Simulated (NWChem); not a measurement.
Species: C₄H₅Cl; SMILES C=CC(=C)Cl

```xyz
10

C      0.7170    -1.9902     0.0000
C     -0.4286    -1.3002     0.0000
C     -0.5620     0.1540     0.0000
C     -1.7389     0.7944     0.0000
Cl     0.9136     1.0793     0.0000
H      1.6839    -1.4811     0.0000
H      0.7127    -3.0823     0.0000
H     -1.3857    -1.8330     0.0000
H     -2.6662     0.2170     0.0000
H     -1.8009     1.8832     0.0000
```
Atoms are numbered in this order, from 1.

Results from NWChem. Medium grid unless said otherwise, to which SCAN and Minnesota functionals are sensitive. The geometry was optimised at PBE0/def2-SVP. Total energies of different functionals are on different scales.

```tsv
level	energy (Ha)	highest occupied level (eV)	orbital gap (eV)	dipole (D)
B3LYP/def2-SVP	-615.3481	(withheld)	(withheld)	1.26
PBE/def2-SVP	-614.9336	-5.87	3.87	1.22
LDA (Slater exchange, PW92)/def2-SVP	-612.3833	-6.03	3.83	1.20
BHandHLYP/def2-SVP	-615.2287	-7.79	7.81	1.39
r2SCAN/def2-SVP	-615.2042	-6.13	4.19	1.37
M06-2X/def2-SVP	-615.2396	-8.05	7.84	1.40
SCAN/def2-SVP	-615.2873	-6.12	4.23	1.40
M05-2X/def2-SVP	-615.2927	-8.10	8.01	1.39
CAM-B3LYP/def2-SVP	-615.2467	-8.13	8.23	1.31
KT2/def2-SVP	-621.4910	-5.86	3.92	1.25
```

Fill in the missing entries.


- B3LYP/def2-SVP, highest occupied level (eV): -6.67
- B3LYP/def2-SVP, orbital gap (eV): 5.43
